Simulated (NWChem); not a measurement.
System: CH3BeFO; SMILES C[O][Be][F]

```xyz
7

Be    -0.0028    -0.8414     0.0013
F      0.0001    -2.2414     0.0006
O     -0.0069     0.5514     0.0007
C      0.0065     1.9331    -0.0015
H     -0.7139     2.3464     0.7406
H      1.0156     2.3298     0.2535
H     -0.2712     2.3391    -1.0009
```
Atoms are numbered in this order, from 1.

Structure relaxed at the PBE-D3(BJ)/def2-SVP level.

### Question
List the 6 lowest vertical singlet excitations from B3LYP/6-31+G* (spherical d), full TDDFT (NWChem).

### Answer
```tsv
state	energy (eV)	oscillator strength	leading excitation (squared amplitude)
S1	6.61	0.007	HOMO → LUMO (0.97)
S2	6.61	0.007	HOMO−1 → LUMO (0.97)
S3	7.56	0.030	HOMO → LUMO+1 (0.98)
S4	7.56	0.030	HOMO−1 → LUMO+1 (0.98)
S5	7.71	0.003	HOMO → LUMO+2 (0.49)
S6	7.71	0.002	HOMO−1 → LUMO+2 (0.44)
```
